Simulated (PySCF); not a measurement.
Ligands exchanged one at a time, Ga NH2-H. All species are isolated molecules in the gas phase. One relaxed conformer stands for each flexible species; it need not be the lowest. Strings in code marks are SMILES.

Computed with PBE0-D3(BJ)/def2-TZVP (PySCF 2.14.0). Delta-SCF ions had no search for a lower state. Excitations are Tamm–Dancoff values on a coarser integration grid. The basis has no diffuse functions, so Rydberg states are missing or too high.

```json
[
 {"species": "0 of 3 NH2 replaced by H (`[Ga]([NH2])([NH2])[NH2]`)", "brightest of the four lowest singlets (TDA) (eV)": "6.64", "vertical ionisation energy (Delta-SCF) (eV)": "8.83"},
 {"species": "1 of 3 NH2 replaced by H (`[NH2][GaH][NH2]`)", "brightest of the four lowest singlets (TDA) (eV)": "6.31", "vertical ionisation energy (Delta-SCF) (eV)": "8.79"},
 {"species": "2 of 3 NH2 replaced by H", "brightest of the four lowest singlets (TDA) (eV)": "6.09", "vertical ionisation energy (Delta-SCF) (eV)": "9.72"},
 {"species": "3 of 3 NH2 replaced by H (`[GaH3]`)", "brightest of the four lowest singlets (TDA) (eV)": "–", "vertical ionisation energy (Delta-SCF) (eV)": "11.14"}
]
```
